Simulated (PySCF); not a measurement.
CH4Cl2GeO, SMILES [CH3][Ge]([OH])([Cl])[Cl].

Coordinates come from a B3LYP-D3(BJ)/def2-SVP optimisation. The structure was generated by enumeration, and PubChem lists no compound with its InChIKey, so it may never have been made. One conformer was computed; it need not be the lowest.

Computed with PBE/def2-TZVP in PySCF.

The total energy is -3112.52710 hartree and the point group is Cs. The highest occupied level is -7.47 eV and the lowest empty level is -1.74 eV. The orbital gap is 5.73 eV, the dipole moment is 1.50 D and the quadrupole, principal values (traceless, Buckingham form, about the centre of nuclear charge) is -5.39, -4.88, 10.26 D·Å. The mean static polarisability comes out as 69.8 bohr³ (10.34 Å³) and the polarisability, principal values comes out as 61.7, 72.1, 75.7 bohr³.
